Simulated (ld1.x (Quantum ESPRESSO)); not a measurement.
# Before and after: TM potential for antimony (Sb)

ld1.x (Quantum ESPRESSO) 7.5 input, shortened:

```
&input
   title='Sb', zed=51., rel=2, dft='PBE', iswitch=3,
   config='[Kr] 4d10 5s1.75 5p3.25', rel_dist='average'
 /
 &inputp
   pseudotype=2, tm=.true., lloc=0,
   nlcc=.true., rcore=1.35
 /
3
5P  2  1   3.25   0.00  1.80  1.80  0.0
4D  3  2  10.00   0.00  1.45  1.45  0.0
5S  1  0   1.75   0.00  2.00  2.00  0.0
 &test
   configts(1)='4d10 5s1.75 5p3.25'
 /
```

Open shells are filled in proportion to 2j + 1 (rel_dist='average').

Change: wave 4d (bound): rc 1.45 bohr becomes 4d (bound): rc 1.70 bohr.

Cutoffs: the cutoffs (Ry, on a coarse ladder) from which the occupation-weighted sum of valence levels, in a spherical-Bessel basis at the reference potential, stays within 10 and 1 mRy of its value at 400 Ry; they do not see the model core or the augmentation charge, which bear on the density cutoff. Errors are all-electron minus pseudo energies relative to the spin-unpolarised reference configuration.

Task: Predict the effect on cutoff, ghosts and configuration errors.

Result: The potential gets softer (90 Ry and 160 Ry → 80 Ry and 140 Ry); the errors of the 7 common tests hardly move; neither file shows a bound ghost. A larger radius leaves more room for a smooth pseudo-wave, so fewer plane waves are needed.

| quantity | base | changed |
| --- | --- | --- |
| cutoff, loose | 90 Ry | 80 Ry |
| cutoff, tight | 160 Ry | 140 Ry |
| loose cutoff by channel (10 mRy a level) | p 25 Ry, d 80 Ry, s 12 Ry | p 25 Ry, d 70 Ry, s 12 Ry |
| bound ghosts | none | none |
| error for 4d10 5s2 5p3, meV [ΔE -2.00 eV] | 0.0 | 0.0 |
| error for 4d10 5s2 5p2, meV [ΔE 6.33 eV] | +0.9 | +0.9 |
| error for 4d10 5s2 5p1, meV [ΔE 22.32 eV] | +4.3 | +4.3 |
| error for 4d10 5s2 5p3.3, meV [ΔE -3.16 eV] | +0.2 | +0.2 |
| error for 4d10 5s2 5p0, meV [ΔE 46.76 eV] | +3.1 | +3.2 |
| error for 4d10 5s1 5p4, meV [ΔE 6.08 eV] | -0.6 | -0.6 |
| error for 4d9 5s2 5p4, meV [ΔE 29.07 eV] | -356 | -316 |
| s: phases at 2.20 bohr within 0.05 rad from the reference energy up to (Ry; the scan ends near 5) | 3.6 | 3.6 |
| p1/2: phases at 2.20 bohr within 0.05 rad from the reference energy up to (Ry; the scan ends near 5) | to the end of the scan | to the end of the scan |
| p3/2: phases at 2.20 bohr within 0.05 rad from the reference energy up to (Ry; the scan ends near 5) | 5.0 | 5.0 |
| d3/2: phases at 2.20 bohr within 0.05 rad from the reference energy up to (Ry; the scan ends near 5) | 0.1 | 0.1 |
| d5/2: phases at 2.20 bohr within 0.05 rad from the reference energy up to (Ry; the scan ends near 5) | 0.2 | 0.2 |
